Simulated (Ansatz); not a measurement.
Basis-set extrapolation for C₂H₃Cl₃Si, SMILES `C=C[Si](Cl)(Cl)Cl` (PBE0-D4/def2-TZVP geometry, frozen core, the Gaussian-basis code of Ansatz). Multiplicity 1, RHF reference.

|  | def2-TZVPP | def2-QZVPP |
| --- | --- | --- |
| HF | -1745.146618 | -1745.197036 |
| MP2 correlation | -0.997921 | -1.087966 |
| CCSD(T) correlation | -1.110483 | not run |

Energies in hartree. Use E(X) = E(∞) + A·exp(−7.88·√X) for Hartree–Fock and E(X) = E(∞) + B·X^(−2.97) for correlation, with X = 3 and 4, and add CCSD(T) minus MP2 of the smaller set to the MP2 limit.

Q: What is the CCSD(T) energy at the basis-set limit?

A: HF limit: -1745.197036 + (-0.050418) × 0.13774 = -1745.20398. MP2 limit: -1.087966 + (-0.090045) × 0.74074 = -1.15467. Higher-order term: -1.110483 − (-0.997921) = -0.11256. Total: -1746.47121 hartree, 5.83 eV below CCSD(T)/def2-TZVPP.
